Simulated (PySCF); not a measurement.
A PySCF script (with the pyscf-properties extension) for the NMR shieldings of `N#CCC1=C[C@@]2([SiH3])C=C[C@@H]12`, C₈H₉NSi, on a GFN2-xTB geometry:

```python
import basis_set_exchange as bse
import numpy as np
from pyscf import gto, dft
from pyscf.prop import nmr

atoms = """
N     3.646605    0.636085    1.537044
C     3.126603    0.205157    0.614922
C     2.438388   -0.333349   -0.533687
C     0.971181   -0.077504   -0.411928
C     0.061043    0.617916   -1.090647
C    -1.083573    0.216544   -0.186188
Si   -2.140868    1.542355    0.639722
C    -1.676517   -1.124805   -0.559805
C    -0.779816   -1.828459    0.123259
C    -0.013566   -0.618672    0.598101
H     2.833224    0.136151   -1.439013
H     2.630038   -1.411734   -0.572909
H     0.076110    1.213903   -1.983501
H    -3.053578    2.089109   -0.367094
H    -1.249348    2.583023    1.149649
H    -2.892200    0.914017    1.725953
H    -2.510157   -1.368438   -1.190847
H    -0.598084   -2.874965    0.285057
H     0.204710   -0.507082    1.654449
"""
names = dict.fromkeys(["N", "C", "Si", "H"], "pcSseg-1")
basis = {el: gto.basis.parse(bse.get_basis(n, elements=[el], fmt="nwchem")) for el, n in names.items()}
mol = gto.M(atom=atoms, basis=basis, charge=0, verbose=0)
mf = dft.RKS(mol, xc="PBE0")
mf.grids.level = 2
mf.grids.alignment = dft.numint.BLKSIZE   # the property module wants whole blocks of grid points
mf.conv_tol = 1e-9
mf.kernel()

calc = nmr.RKS(mf)   # GIAO
C = mf.mo_coeff
Co = C[:, mf.mo_occ > 0]
resp = mf.gen_response(singlet=True, hermi=2)
def vind(x):   # induced exchange potential for any number of trial vectors
    d = np.einsum("pi,xij,qj->xpq", C, 2 * x.reshape(-1, C.shape[1], Co.shape[1]), Co, optimize=True)
    return np.einsum("xpq,pi,qj->xij", resp(d - d.transpose(0, 2, 1)), C, Co, optimize=True).ravel()
mo1, _ = nmr.rhf.solve_mo1(calc, with_cphf=vind)
sigma = calc.kernel(mo1)
for i, s in enumerate(sigma):   # ppm
    print("%2d %-2s %9.2f" % (i, mol.atom_pure_symbol(i), np.trace(s) / 3))
```

Question: Give the expected output.

Answer: 
```
 0 N     -31.55
 1 C      66.19
 2 C     165.64
 3 C      33.39
 4 C      34.53
 5 C     138.97
 6 Si    423.21
 7 C      29.06
 8 C      38.33
 9 C     131.80
10 H      28.46
11 H      28.80
12 H      24.92
13 H      27.40
14 H      27.68
15 H      27.71
16 H      24.73
17 H      24.77
18 H      27.63
```

These numbers come from an equivalent density-fitted implementation of the same equations, which agrees with the script to about 0.01 ppm for H and up to a few tenths of a ppm for heavy atoms, so last digits may differ.

Question: Turn these shieldings into chemical shifts. Shifts are taken against calculated references (same method and geometry level): NH3 for 15N (267.73 ppm); 13C (186.93 ppm), 29Si (349.16 ppm), 1H (31.72 ppm) vs TMS.

Answer: Averaging equivalent atoms: N 0: 299.3; C 7: 157.9; C 3: 153.5; C 4: 152.4; C 8: 148.6; C 1: 120.7; C 9: 55.1; C 5: 48.0; C 2: 21.3; Si 6: -74.1; H 16: 6.99; H 17: 6.94; H 12: 6.80; H 13/14/15: 4.12; H 18: 4.09; H 10: 3.25; H 11: 2.92 ppm. Experimental scales use liquid or dissolved standards, which lie at an offset from isolated NH3 (liquid NH3: subtract about 20 ppm). Unscaled 15N shifts of sp2 nitrogen come out 20 to 40 ppm too high even then.

Size and cost of the density-fitted run: 222 basis functions, 110 s wall time on 1 thread of an Arm Neoverse N1, shared host; peak memory 1.1 GiB.
